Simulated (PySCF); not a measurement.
# Assigning NMR signals

Atom-mapped SMILES (the numbers label the heavy atoms): `[CH2:1]=[CH:2][C:3]1=[CH:4][P@:5]([CH3:6])(=[O:7])[CH:8]=[CH:9]1`. Each H is labelled by its parent atom. Ha(C1) is cis to C3; Hb(C1) is trans to C3.

PySCF calculation with GIAO HF/pcSseg-1 shieldings and PBE0-D3(BJ)/def2-SVP geometry; one conformer, gas phase, non-relativistic Hamiltonian, one averaged value for each set of equivalent atoms.

Scale: ¹³C (σref 190.85), ¹H (σref 31.69) vs TMS (reference shieldings calculated alike).

(1) Assign these signals to the numbered atoms. ¹³C{¹H} NMR (computed): δ 155.4 (C), 144.6 (CH), 139.6 (CH), 139.4 (CH), 132.1 (CH), 127.0 (CH2), 15.5 (CH3).

(2) Assign these signals to the numbered atoms. ¹H NMR (600 MHz, computed): δ 7.06 (m, 1H), 6.63 (m, 1H), 6.45 (m, 1H), 5.97 (m, 1H), 5.79 (m, 1H), 5.70 (m, 1H), 1.35 (m, 3H).

Results:

(1) 
| δ (ppm) | atoms | environment | reason |
| --- | --- | --- | --- |
| 155.4 | C3 | fully substituted alkene carbon | an sp2 carbon of a C=C bond |
| 144.6 | C9 | alkene CH | the olefinic region |
| 139.6 | C8 | alkene CH | – |
| 139.4 | C2 | alkene CH | – |
| 132.1 | C4 | alkene CH | – |
| 127.0 | C1 | terminal =CH2 carbon | an sp2 carbon of a C=C bond |
| 15.5 | C6 | methyl carbon bonded to P | – |

C8 and C2 lie closer than the usual error of such a calculation, so a measured spectrum could show them in the other order.

(2) 
```tsv
δ (ppm)	atoms	environment	reason
7.06	H(C9)	hydrogen on an alkene CH	a vinylic proton, deshielded by the sp2 carbon and the C=C anisotropy
6.63	H(C2)	hydrogen on an alkene CH	–
6.45	H(C8)	hydrogen on an alkene CH	–
5.97	H(C4)	hydrogen on an alkene CH	–
5.79	Ha(C1)	hydrogen on a terminal =CH2 carbon	a vinylic proton, deshielded by the sp2 carbon and the C=C anisotropy
5.70	Hb(C1)	hydrogen on a terminal =CH2 carbon	–
1.35	H(C6)	hydrogen on a methyl carbon bonded to P	–
```

Ha(C1) and Hb(C1) lie closer than the usual error of such a calculation, so a measured spectrum could show them in the other order.

Splittings by ³¹P in the carbon and heteronuclear signals aren't shown, as no couplings were computed. Shifts are as computed. Against solution values, carbons near 30 ppm lie about -0 ppm off and those near 130 ppm about +7 ppm (rms about the fit 1.9 ppm; single classes can miss by 10 ppm). Of 1328 compounds with measured shifts, 309 miss one by over three times the rms of a fit or turn the order of signals round; such compounds aren't used in these exercises. Signals without a measured value on file couldn't be tested in this way. No couplings were computed; multiplicities are counted from neighbouring protons, with m where these are inequivalent, close in shift, in a saturated or five-membered ring or joined by F or P, and br s for small geminal =CH2 splittings.
